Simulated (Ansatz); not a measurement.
The same path of C3H6OSi (11 atoms, charge 0, multiplicity 1) was run twice with different band settings. The coordinate that changes most is the dihedral H7–Si3–C4–O5.

The calculation used RKS r2SCAN-D4/def2-SVP (Ansatz).

Relaxed end points:

```xyz
11
Properties=species:S:1:pos:R:3
C -1.502 0.896 1.864
C -0.662 0.184 1.334
Si 0.585 -0.828 0.436
C 0.781 0.021 -1.253
O -0.484 0.177 -1.876
H -2.238 1.513 2.349
H 1.859 -0.863 1.215
H 0.048 -2.209 0.279
H 1.325 0.984 -1.144
H 1.398 -0.606 -1.920
H -1.046 0.674 -1.263
```

```xyz
11
Properties=species:S:1:pos:R:3
C -0.754 1.633 2.323
C -0.426 0.703 1.601
Si 0.081 -0.639 0.458
C 0.415 0.030 -1.290
O 0.724 -1.043 -2.173
H -1.043 2.446 2.965
H 1.299 -1.318 0.984
H -1.020 -1.646 0.357
H -0.428 0.655 -1.651
H 1.297 0.692 -1.268
H -0.079 -1.569 -2.284
```

Common settings: movable images 5; climbing image yes; spring 5.0 eV/Å²; start path IDPP; force threshold 0.05 eV/Å; iteration limit 60; end points relaxed.

| run | optimiser | largest step |
| --- | --- | --- |
| 1 | quadratic models (default) | default |
| 2 | lbfgs | 0.02 Å |

Question: What does each run give, and how far can it be trusted?

Answer: Run 1: converged after 5 iterations, highest image 0.157 eV above the first end. A vibrational analysis at the climbing image gives one clearly imaginary mode, 101i cm⁻¹: a first-order saddle point.
Run 2: converged after 31 iterations, highest image 0.156 eV above the first end. Another band between the same ends (5 images) ends at a top of the same energy, where a vibrational analysis finds 1 clearly imaginary mode.
